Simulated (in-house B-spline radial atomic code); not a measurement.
Values are calculated unless marked as measured or tabulated.
# F ion on W atom: potential, deflection and energy transfer

The pair potential comes from two frozen, spherical free-atom densities (PBE, B-spline radial code, scalar-relativistic past argon): electrostatics plus the change in Thomas-Fermi kinetic and Dirac exchange energy where they overlap, the recipe behind the universal ZBL potential, which averages such potentials (from solid-state densities) over many pairs. It is written V = (Z1 Z2 e²/r) φ(r/a), with e² = 14.3996 eV·Å and a = 0.46850 Å/(Z1^0.23 + Z2^0.23); ZBL's fit is φ = 0.18175 e^(−3.1998x) + 0.50986 e^(−0.94229x) + 0.28022 e^(−0.4029x) + 0.02817 e^(−0.20162x). Where φ falls below 4e-4 it is continued as an exponential.

Masses 19.0 and 183.84 u.

```
x = r/a  φ, this pair    φ, ZBL
    0.1        0.8772    0.8928
    0.5        0.5972    0.6096
    1.5        0.2913    0.2995
      3        0.1256    0.1292
      5       0.05215   0.05224
      8       0.01704   0.01705
     12      0.004514   0.00474
     17      0.001067  0.001212
```

**Question.** At x = 4 the electrostatic, kinetic and exchange parts are 85.92, 1789.16 and -124.21 eV. Find r, V and φ.

**Answer.** a = 0.46850/(1.6576 + 2.6911) = 0.10773 Å, so r = 0.43094 Å. V = 85.92 + 1789.16 + (-124.21) = 1750.87 eV. The bare repulsion is 9 × 74 × 14.3996/0.43094 = 22254 eV, so φ = 0.0787, -2.0 % against ZBL's 0.0803. The kinetic (Pauli) term is 102 % of V here, as the other two terms together attract.

**Question.** The ion comes in at 9.822 keV with impact parameter 0.5387 Å. The scattering integral gives a centre-of-mass angle of 10.73° and a closest approach of 5.243 a. What are the reduced energy, the energy passed on and the laboratory angles?

**Answer.** ε = E a M2/(Z1 Z2 e² (M1 + M2)) = 9822 × 1.0182e-05 = 0.1. The most that one collision can pass on is γE with γ = 4 M1 M2/(M1 + M2)² = 0.3396. Here T = γE sin²(θ/2) = 0.3396 × 9822 × 0.008745 = 29.17 eV. The ion turns by arctan(sin θ/(cos θ + M1/M2)) = 9.7°, and the struck atom leaves at (180° − θ)/2 = 84.6°. The closest approach is 0.565 Å. With ZBL the angle would be 10.78° and T = 29.45 eV.
